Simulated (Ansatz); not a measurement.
Geometry optimisation, RKS r2SCAN-D4/6-31G* in Ansatz 0.2.0.

Input file:

```yaml
crystal:
  periodic: [false, false, false]
  atoms:
    - { symbol: O, position_ang: [-0.6037, 2.1042, -0.8301] }
    - { symbol: Al, position_ang: [-0.2137, 1.1166, 0.6095] }
    - { symbol: Si, position_ang: [0.3064, -1.1556, 0.3003] }
    - { symbol: O, position_ang: [0.3108, -1.5503, -1.3543] }
    - { symbol: H, position_ang: [-1.6311, 2.0385, -0.9458] }
    - { symbol: H, position_ang: [-0.2019, 1.7765, 2.0715] }
    - { symbol: H, position_ang: [1.7339, -1.3973, 0.8008] }
    - { symbol: H, position_ang: [-0.5648, -1.971, 1.0711] }
    - { symbol: H, position_ang: [0.52535, -2.44873, -1.39773] }
basis:
  gaussian: { orbitals: "6-31G*" }
hamiltonian:
  xc: r2scan
  dispersion: d4
relax:
  f_tol: 0.015
  max_steps: 40
```

Command:

```bash
$ ansatz run input.yaml --threads 1 --pin off --max-ram 2048MiB --backend cpu --events-out ev --progress --plain --runs-dir out
```

Q: Where does it end, and by what steps?

A: It converged. After 18 steps the energy has fallen by 0.727 eV; H5 moved furthest, 1.16 Å.

| step | energy less start (eV) | largest force component (eV/Å) | accepted |
| --- | --- | --- | --- |
| 0 | 0.0000 | 2.584 | yes |
| 1 | -0.3183 | 1.683 | yes |
| 2 | -0.4220 | 1.586 | yes |
| 3 | -0.6181 | 0.614 | yes |
| 4 | -0.7022 | 0.235 | yes |
| 5 | -0.7113 | 0.059 | yes |
| 6 | -0.7126 | 0.493 | yes |
| 7 | -0.7182 | 0.167 | yes |
| 8 | -0.7198 | 0.097 | yes |
| 9 | -0.7225 | 0.018 | yes |
| 10 | -0.7242 | 0.155 | yes |
| 11 | -0.7251 | 0.089 | yes |
| 12 | -0.7262 | 0.045 | yes |
| 13 | -0.7268 | 0.048 | yes |
| 14 | -0.7267 | 0.061 | no |
| 15 | -0.7272 | 0.027 | yes |
| 16 | -0.7272 | 0.041 | yes |
| 17 | -0.7273 | 0.017 | yes |
| 18 | -0.7273 | 0.001 | yes |

```xyz
9
Properties=species:S:1:pos:R:3
O -0.838 1.927 -0.629
Al -0.289 1.194 0.825
Si 0.353 -1.135 0.420
O -0.003 -1.198 -1.230
H -0.824 1.338 -1.399
H -0.280 2.087 2.139
H 1.792 -1.478 0.679
H -0.415 -2.176 1.183
H 0.166 -2.047 -1.663
```

Whether the end is a true minimum wasn't checked by a vibrational analysis.

Run time: 91 s on 1 thread of Intel(R) Xeon(R) Platinum 8488C (Sapphire Rapids), with other jobs on the host, peak memory 0.16 GiB.
